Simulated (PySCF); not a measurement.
## Electron correlation in Ce (cerium, neutral)

[Xe] 4f1 5d2 6s1, one real determinant (an excited configuration). Calculation: PySCF 2.14, in x2c-TZVPPall; the spin-free X2C one-electron Hamiltonian (Gaussian nucleus). Frozen: [Ar] 3d10; 30 electrons correlated.

MP2 pair energies summed by pair of shells (mhartree):

```json
{"pair": "4d-4d", "energy": "-302.90", "share (%)": "32.9"}
{"pair": "4d-5p", "energy": "-130.41", "share (%)": "14.1"}
{"pair": "5p-5p", "energy": "-101.44", "share (%)": "11.0"}
{"pair": "4p-4d", "energy": "-57.11", "share (%)": "6.2"}
{"pair": "5p-5d", "energy": "-50.03", "share (%)": "5.4"}
{"pair": "4d-4f", "energy": "-40.36", "share (%)": "4.4"}
{"pair": "5s-5p", "energy": "-34.31", "share (%)": "3.7"}
{"pair": "4d-5s", "energy": "-33.92", "share (%)": "3.7"}
{"pair": "4p-4p", "energy": "-23.11", "share (%)": "2.5"}
{"pair": "4f-5p", "energy": "-22.86", "share (%)": "2.5"}
{"pair": "4s-4d", "energy": "-19.78", "share (%)": "2.1"}
{"pair": "5p-6s", "energy": "-14.52", "share (%)": "1.6"}
{"pair": "4d-5d", "energy": "-14.17", "share (%)": "1.5"}
{"pair": "4p-5p", "energy": "-13.19", "share (%)": "1.4"}
{"pair": "4p-5s", "energy": "-7.35", "share (%)": "0.8"}
{"pair": "5d-6s", "energy": "-6.76", "share (%)": "0.7"}
{"pair": "5s-5s", "energy": "-6.12", "share (%)": "0.7"}
{"pair": "5s-5d", "energy": "-5.91", "share (%)": "0.6"}
{"pair": "4s-4p", "energy": "-5.69", "share (%)": "0.6"}
{"pair": "4f-5s", "energy": "-5.48", "share (%)": "0.6"}
{"pair": "4p-4f", "energy": "-5.43", "share (%)": "0.6"}
{"pair": "4f-5d", "energy": "-4.36", "share (%)": "0.5"}
{"pair": "5d-5d", "energy": "-3.45", "share (%)": "0.4"}
{"pair": "4d-6s", "energy": "-3.36", "share (%)": "0.4"}
{"pair": "4s-4s", "energy": "-2.43", "share (%)": "0.3"}
{"pair": "4s-5p", "energy": "-1.48", "share (%)": "0.2"}
{"pair": "4s-4f", "energy": "-1.32", "share (%)": "0.1"}
{"pair": "4s-5s", "energy": "-1.12", "share (%)": "0.1"}
{"pair": "4p-5d", "energy": "-1.01", "share (%)": "0.1"}
{"pair": "4f-6s", "energy": "-0.94", "share (%)": "0.1"}
```

Total MP2 correlation energy: -921.72 mhartree.

Same-spin part -334.23 and opposite-spin part -587.49 mhartree; SCS-MP2 scales them by 1/3 and 6/5 to -816.40 mhartree.

The reference is one real determinant that mixes LS terms of this configuration.

This basis was not built for core-valence correlation, so the inner-shell part is incomplete.
